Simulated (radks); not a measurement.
The table gives one normalised radial function P(r) = r R(r) of Ge in [Ar] 3d8 4s2 4p4 (r in bohr). Method: scalar-relativistic Kohn-Sham, BLYP, spin-polarised, spherical densities, finite nucleus; open shells are filled with parallel spins first; Fermi nuclear charge, rms radius 4.0742 fm; computed with a radial shooting solver on a logarithmic mesh with Libxc functionals.

| r | P |
|---|---|
| 0.004092 | 0.0067 |
| 0.005371 | 0.0111 |
| 0.00705 | 0.0183 |
| 0.009254 | 0.0299 |
| 0.01215 | 0.0484 |
| 0.01594 | 0.0776 |
| 0.0211 | 0.1237 |
| 0.02769 | 0.1899 |
| 0.03635 | 0.2824 |
| 0.04771 | 0.4021 |
| 0.06262 | 0.5396 |
| 0.08219 | 0.6670 |
| 0.1079 | 0.7309 |
| 0.1427 | 0.6513 |
| 0.1874 | 0.3634 |
| 0.2459 | -0.1361 |
| 0.3228 | -0.7338 |
| 0.4237 | -1.2111 |
| 0.5562 | -1.3601 |
| 0.7359 | -1.1332 |
| 0.9659 | -0.7163 |
| 1.268 | -0.3348 |
| 1.664 | -0.1098 |
| 2.184 | -0.0234 |
| 2.867 | -0.0029 |
| 3.794 | -0.0002 |
| 4.979 | 0.0000 |
| 6.536 | 0.0000 |
| 8.579 | 0.0000 |

Which n and l does it have? It may be an empty orbital.

Answer. n = 3, l = 1: the number of nodes gives n - l - 1 = 1, the rise at small r (about r^(l+1)) gives l, and the extent must fit the shell. The curve is that of 3p down; the table hardly tells the two spins apart. 3p down: eigenvalue -134.80 eV, 1 radial node at r = 0.230 bohr, <r> = 0.633 bohr, 90 % of the charge inside 0.968 bohr.
